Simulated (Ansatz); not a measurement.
Species: C₈H₂₀Si, SMILES `CC[Si](CC)(CC)CC` (charge 0, multiplicity 1).

Problem. Give a relaxed geometry from B3LYP-D3(BJ)/def2-SVP in Ansatz (a program for electronic structure).

Solution. This is not unique; one that fits is the end point of this relaxation, one of several conformers (outside a Z-matrix the atoms follow the SMILES, hydrogens last).
Cartesian coordinates (Å) in one orientation:
```xyz
29

C      1.434     0.435    -2.479
C      0.778     1.152    -1.291
Si     0.000     0.000     0.000
C     -1.265    -1.139    -0.837
C     -2.370    -0.410    -1.613
C      1.359    -1.052     0.803
C      0.878    -1.963     1.941
C     -0.872     1.040     1.326
C      0.059     1.938     2.151
H      1.876     1.143    -3.199
H      2.240    -0.240    -2.149
H      0.705    -0.180    -3.032
H     -0.007     1.842    -1.652
H      1.519     1.791    -0.779
H     -0.717    -1.823    -1.511
H     -1.712    -1.786    -0.061
H     -1.953     0.213    -2.421
H     -2.952     0.259    -0.958
H     -3.084    -1.112    -2.077
H      1.838    -1.657     0.012
H      2.148    -0.371     1.171
H      1.700    -2.558     2.372
H      0.431    -1.380     2.763
H      0.109    -2.673     1.594
H     -1.645     1.652     0.829
H     -1.424     0.353     1.992
H      0.817     1.347     2.691
H     -0.492     2.527     2.904
H      0.602     2.654     1.513
```
